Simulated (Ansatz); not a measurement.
Spectroscopic constants of BeB+, closed-shell singlet (lowest of 2S+1 = 1, 3 at CCSD(T)/def2-TZVPP on PBE0 minima; our sources give no spin for the ground state, which may be another).

The constants come from a fifth-degree fit in 1/R (seven points, main isotopes). In def2 and cc sets the state is the lowest found near the PBE0 minimum, followed along R. The singlet is held restricted.

Cores are frozen in the correlated methods.

Programs: Ansatz (Gaussian orbitals). Each number belongs to the level named beside it.

Energies at CCSD(T)/aug-cc-pVTZ:

```csv
R (Å),E (hartree)
2.063359,-38.97526643
2.118825,-38.97645615
2.169855,-38.97697894
2.227540,-38.97702626
2.285225,-38.97660076
2.351785,-38.97563929
2.429438,-38.97402395
```

With a reduced mass of 4.9556 u, find the minimum, the force constant and the constants.

A fifth-degree polynomial in 1/R puts the minimum at r_e = 2.2035 Å with force constant 67.4 N/m. Then ω_e = (1/2πc)√(k/μ) = 480 cm⁻¹ and B_e = h/(8π²cμr_e²) = 0.7006 cm⁻¹; the cubic and quartic terms give α_e = 0.010 and ω_e x_e = 4.2 cm⁻¹.

Doubts at one or more of the structures used: a restricted determinant that unrestricted orbitals would lower (CCSD(T)/aug-cc-pVTZ).

Ansatz is an electronic-structure program.
